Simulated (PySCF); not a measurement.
Species: bis(ethenyl)borinic acid, C4H7BO (charge 0, singlet). SMILES: C(=C)B(C=C)O
Geometry from a B3LYP-D3(BJ)/def2-TZVP (Ansatz) optimisation:
```xyz
13

C      2.5346    -0.3157    -0.0898
C      1.3031    -0.8205     0.0139
B      0.0180     0.0561     0.0729
O      0.1773     1.4135     0.0237
C     -1.4010    -0.5974     0.1721
C     -2.5428     0.0124    -0.1508
H      3.4202    -0.9404    -0.1343
H      2.6957     0.7557    -0.1338
H      1.2014    -1.9029     0.0539
H     -0.6462     1.9041     0.1098
H     -1.4667    -1.6380     0.4833
H     -3.5074    -0.4801    -0.1001
H     -2.5683     1.0397    -0.5058
```

Dispersion corrections to the total energy (kcal/mol) from the dftd3 and dftd4 libraries through PySCF: D3(BJ) without and D4 with the three-body term, each with the damping fitted for the functional named.

```tsv
functional	D3(BJ)	D4
HSE06	-3.88	-4.51
PW6B95	-2.92	-5.02
LC-wPBE	?	-6.40
BLYP	-12.63	?
B2PLYP	-4.69	?
revPBE	-15.40	-19.26
TPSSh	-6.91	-7.13
```

Problem. What belongs in the gaps?

Solution. 
- LC-wPBE, D3(BJ): -5.56
- BLYP, D4: -12.90
- B2PLYP, D4: -4.06
